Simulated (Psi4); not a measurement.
Level of theory: SAPT0/jun-cc-pVDZ, frozen core run with Psi4.

Psi4 input:

```
molecule {
0 1
C -0.55881498 -0.11528473 0.18034423
C 0.55880856 0.11528184 -0.18035224
H -1.55101730 -0.32057247 0.50065362
H 1.55102372 0.32057536 -0.50064561
--
0 1
Si -4.23928699 -0.51265497 1.56629480
H -3.94626755 -1.75065870 0.80938308
H -3.26753230 -0.36976008 2.67386245
H -5.61055843 -0.58527378 2.11926004
H -4.13279606 0.65506588 0.66267877
units angstrom
symmetry c1
no_reorient
no_com
}
set basis jun-cc-pvdz
set scf_type df
set freeze_core true
energy('sapt0')
```

Part of the output:

```
    SAPT Results
  --------------------------------------------------------------------------------------------------------
    Electrostatics                  1.21325118 [mEh]       0.76132661 [kcal/mol]       3.18539054 [kJ/mol]
      Elst10,r                      1.21325118 [mEh]       0.76132661 [kcal/mol]       3.18539054 [kJ/mol]

    Exchange                        1.79640143 [mEh]       1.12725892 [kcal/mol]       4.71645132 [kJ/mol]
      Exch10                        1.79640143 [mEh]       1.12725892 [kcal/mol]       4.71645132 [kJ/mol]
      Exch10(S^2)                   1.79331749 [mEh]       1.12532372 [kcal/mol]       4.70835443 [kJ/mol]

    Induction                      -0.43389763 [mEh]      -0.27227487 [kcal/mol]      -1.13919808 [kJ/mol]
      Ind20,r                      -0.54619937 [mEh]      -0.34274528 [kcal/mol]      -1.43404626 [kJ/mol]
      Exch-Ind20,r                  0.27603355 [mEh]       0.17321367 [kcal/mol]       0.72472599 [kJ/mol]
      delta HF,r (2)               -0.16373181 [mEh]      -0.10274326 [kcal/mol]      -0.42987781 [kJ/mol]

    Dispersion                     -1.35140270 [mEh]      -0.84801800 [kcal/mol]      -3.54810729 [kJ/mol]
      Disp20                       -1.43832273 [mEh]      -0.90256114 [kcal/mol]      -3.77631581 [kJ/mol]
      Exch-Disp20                   0.08692003 [mEh]       0.05454314 [kcal/mol]       0.22820851 [kJ/mol]
      Disp20 (SS)                  -0.71916136 [mEh]      -0.45128057 [kcal/mol]      -1.88815790 [kJ/mol]
      Disp20 (OS)                  -0.71916136 [mEh]      -0.45128057 [kcal/mol]      -1.88815790 [kJ/mol]
      Exch-Disp20 (SS)              0.04678569 [mEh]       0.02935846 [kcal/mol]       0.12283581 [kJ/mol]
      Exch-Disp20 (OS)              0.04013434 [mEh]       0.02518468 [kcal/mol]       0.10537270 [kJ/mol]

  Total HF                          2.57575498 [mEh]       1.61631065 [kcal/mol]       6.76264378 [kJ/mol]
  Total SAPT0                       1.22435228 [mEh]       0.76829266 [kcal/mol]       3.21453648 [kJ/mol]
```
